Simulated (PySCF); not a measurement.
Harmonic spectrum computed at PBE0 in the def2-TZVP basis family (core potentials from Rb on, PySCF, no spin–orbit coupling):

| symmetry | ω (cm⁻¹) | IR (km/mol) |
| --- | --- | --- |
| a' | 660 | 21.1 |
| a' | 856 | 3.7 |
| a' | 2053 | 82.8 |

Q: Which molecule gave it? In each, all ligands are bound to the one heavy central atom.
A. HGeN (singlet)
B. HAsN (doublet)
C. HSiN (singlet)
D. HSN (singlet)

A: B. It has Cs symmetry with As–H 1.547 Å, As–N 1.703 Å.
